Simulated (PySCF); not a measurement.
## SnCl₂ + H₂O → H₂SnO + Cl₂

Level: PBE0 in the def2-TZVP basis family, computed in PySCF with density fitting; scalar-relativistic core potentials for atoms from Rb on, none lighter, no spin–orbit coupling; open shells unrestricted.

```tsv
species	state and structure	ZPE (kJ/mol)	H(298 K) − H(0) (kJ/mol)	S° (J/(mol K))
SnCl₂	singlet, C2v, Sn–Cl 2.363 Å (×2); Cl–Sn–Cl 98.6°	4.9	13.6	305.7
H₂O	singlet, C2v, O–H 0.960 Å (×2); H–O–H 105.1°	56.5	9.9	188.7
H₂SnO	singlet, C2v, Sn–H 1.713 Å (×2), Sn–O 1.820 Å; H–Sn–H 111.8°, H–Sn–O 124.1° (×2)	37.4	11.8	260.3
Cl₂	singlet, D∞h, Cl–Cl 1.982 Å	3.5	9.1	222.5
```

Q: Is the gas-phase reaction uphill or downhill in electronic energy at this level, and by how much?

A: At PBE0/def2-TZVP, ΔE = 610.9 kJ/mol, uphill. 

Q: Add zero-point, thermal and entropy terms for 298.15 K and 1 bar.

A: ΔZPE = -20.5 and Δ[H(298) − H(0)] = -2.6 kJ/mol give ΔH° = 587.8 kJ/mol. ΔS° = -11.6 J/(mol K), so ΔG° = 587.8 − 298.15 × (-0.0116) = 591 kJ/mol.

Only the bonding shown was studied: isomers, or loss of a ligand pair, can lie lower.
